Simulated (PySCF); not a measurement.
**A small calculation by hand: chemical shift, span and skew from a shielding tensor**

SeCl3, SMILES Cl[Se+](Cl)Cl, charge +1. Atoms are numbered in the order given.

```xyz
4

Se     0.0000     0.0000     0.5723
Cl     1.6255    -0.9385    -0.3815
Cl    -1.6255    -0.9385    -0.3815
Cl     0.0000     1.8770    -0.3815
```
Charge +1, spin multiplicity 1.

Geometry: ωB97X-D3(BJ)/def2-SVP. The spin state was assumed, not searched. The isomer is the one that the SMILES or the coordinates give; other isomers of the formula were not compared.

GIAO shieldings from PBE/pcSseg-1 in PySCF, non-relativistic, no solvent. The symmetric part of the tensor of Se1 has the principal values -2.3, -2.3, 127.1 ppm. The same nucleus in Me2Se has σ = 1634.8 ppm at this level (PySCF, at its B3LYP-D3(BJ)/def2-TZVP geometry). Without spin–orbit terms, shifts of atoms bonded to Cl or Br come out too high.

Problem. Work out the isotropic shielding, the ⁷⁷Se shift against Me2Se, the span and the skew.

Solution. 
σ(iso) = (σ11 + σ22 + σ33)/3 = 40.8 ppm. δ = σ(ref) − σ(iso) = 1634.8 − (40.8) = 1594.0 ppm.
Span Ω = σ33 − σ11 = 129.4 ppm. Skew κ = 3(σ(iso) − σ22)/Ω = 1.00, an axial tensor. Tumbling in solution averages the tensor to δ; in a static solid the shielding alone would spread this spin-1/2 line over Ω.
